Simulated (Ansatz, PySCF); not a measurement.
C₃H₇BFN, SMILES N(C)B(C=C)F. Atoms are numbered in the order given.

```xyz
13

C      2.5912    -0.2285     0.1419
C      1.4330     0.0654     0.7466
B      0.0604    -0.0065    -0.0103
F      0.0503    -0.3764    -1.3119
N     -1.1626     0.2974     0.6064
C     -2.4714     0.2572    -0.0161
H      2.6135    -0.5314    -0.9115
H      3.5563    -0.1819     0.6601
H      1.4614     0.3639     1.8037
H     -1.1558     0.5744     1.5808
H     -2.9625     1.2457    -0.0030
H     -3.1415    -0.4636     0.4837
H     -2.3613    -0.0527    -1.0641
```

Geometry: ωB97X-D3(BJ)/def2-SVP. This is a generated structure with no PubChem entry under its InChIKey; it may be hypothetical. The values are those of a single conformer.

Two levels are set side by side: PBE-D3(BJ)/def2-SVP (Ansatz, an electronic-structure program) and ωB97X-D3(BJ)/def2-SVP (PySCF). Each level has its own optimised geometry; the coordinates shown are those of the second. Frequencies come from the Hessian of PySCF at each geometry. Differences are taken from unrounded values.

```json
[
 {"quantity": "mean bond length (Å)", "ωB97X-D3(BJ)": "1.227"},
 {"quantity": "bond C1–C2 (Å)", "ωB97X-D3(BJ)": "1.339"},
 {"quantity": "bond C2–B3 (Å)", "ωB97X-D3(BJ)": "1.569"},
 {"quantity": "bond B3–F4 (Å)", "ωB97X-D3(BJ)": "1.353"},
 {"quantity": "bond B3–N5 (Å)", "ωB97X-D3(BJ)": "1.403"},
 {"quantity": "bond N5–C6 (Å)", "ωB97X-D3(BJ)": "1.450"},
 {"quantity": "bond C1–H7 (Å)", "ωB97X-D3(BJ)": "1.096"},
 {"quantity": "bond C1–H8 (Å)", "ωB97X-D3(BJ)": "1.096"},
 {"quantity": "bond C2–H9 (Å)", "ωB97X-D3(BJ)": "1.099"},
 {"quantity": "bond N5–H10 (Å)", "ωB97X-D3(BJ)": "1.013"},
 {"quantity": "bond C6–H11 (Å)", "ωB97X-D3(BJ)": "1.104"},
 {"quantity": "bond C6–H12 (Å)", "ωB97X-D3(BJ)": "1.104"},
 {"quantity": "bond C6–H13 (Å)", "ωB97X-D3(BJ)": "1.098"},
 {"quantity": "highest harmonic wavenumber (cm⁻¹)", "ωB97X-D3(BJ)": "3670"},
 {"quantity": "mean harmonic wavenumber (cm⁻¹)", "ωB97X-D3(BJ)": "1411"},
 {"quantity": "zero-point energy (kcal/mol)", "ωB97X-D3(BJ)": "66.55"}
]
```

### Question
What does PBE-D3(BJ) give, and how far is it from ωB97X-D3(BJ)? (An estimate is asked for; the answer gives what the named calculation found.)

### Answer

```
quantity                            PBE-D3(BJ)  PBE-D3(BJ) minus ωB97X-D3(BJ)
----------------------------------  ----------  -----------------------------
mean bond length (Å)                     1.233                          0.006
bond C1–C2 (Å)                           1.350                          0.011
bond C2–B3 (Å)                           1.563                         -0.006
bond B3–F4 (Å)                           1.359                          0.006
bond B3–N5 (Å)                           1.411                          0.008
bond N5–C6 (Å)                           1.449                         -0.001
bond C1–H7 (Å)                           1.104                          0.007
bond C1–H8 (Å)                           1.103                          0.007
bond C2–H9 (Å)                           1.107                          0.008
bond N5–H10 (Å)                          1.021                          0.008
bond C6–H11 (Å)                          1.113                          0.009
bond C6–H12 (Å)                          1.113                          0.009
bond C6–H13 (Å)                          1.106                          0.008
highest harmonic wavenumber (cm⁻¹)        3536                           -134
mean harmonic wavenumber (cm⁻¹)           1358                            -53
zero-point energy (kcal/mol)             64.06                          -2.48
```

GGA bonds tend to be longer and softer than those of functionals with exact exchange. Differences between two approximate levels are no errors against the true value.
